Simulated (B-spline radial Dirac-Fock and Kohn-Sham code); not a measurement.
# Radiative decay of the 1s hole in Se⁵⁺

System: the Se⁵⁺ ion, [Ar] 3d10 4s1.

These are calculated numbers from a B-spline atomic structure program; the model is independent-particle radiative and Coulomb Auger rates from relativistic LDA hole-state orbitals, with Dirac-Fock energies.

```
line  multipole  energy (eV)  width (meV)  share (%)
K-L2         E1      11181.9          399       30.0
K-L3         E1      11222.9          772       58.0
K-M2         E1      12489.9         53.8       4.04
K-M3         E1      12495.9          105       7.91
```

The listed lines hold 100.0 % of the radiative rate. The radiative width is 1.33 eV in the length form and 1.37 eV in the velocity form; the two differ because the transition energies are not eigenvalue differences of the potential that gave the orbitals. Kα2/Kα1 is 0.517 and Kβ/Kα is 0.136.
